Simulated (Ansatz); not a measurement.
C2H2F6GeO2, SMILES `FC(F)(F)[O][GeH2][O]C(F)(F)F`. Total charge 0; spin multiplicity 1.

| atom | x (Å) | y (Å) | z (Å) |
| --- | --- | --- | --- |
| F1 | -2.151 | 2.113 | -1.437 |
| C2 | -0.938 | 1.693 | -1.110 |
| F3 | -0.089 | 2.727 | -1.267 |
| F4 | -0.567 | 0.761 | -1.998 |
| O5 | -0.940 | 1.239 | 0.139 |
| Ge6 | 0.519 | 0.558 | 0.935 |
| O7 | 0.086 | -1.141 | 1.308 |
| C8 | 0.368 | -2.164 | 0.504 |
| F9 | -0.186 | -3.271 | 0.976 |
| F10 | 1.691 | -2.375 | 0.405 |
| F11 | -0.082 | -1.972 | -0.744 |
| H12 | 0.578 | 1.214 | 2.303 |
| H13 | 1.710 | 0.617 | -0.013 |

Q: List the harmonic frequencies (cm⁻¹, unscaled) at PBE0-D4/def2-TZVP in Ansatz. (Best estimate.)

A: Ansatz gave: 12, 22, 34, 46, 123, 132, 167, 350, 360, 435, 447, 499, 514, 553, 615, 625, 632, 683, 704, 739, 749, 796, 835, 977, 980, 1169, 1189, 1227, 1253, 1295, 1347, 2230, 2268.
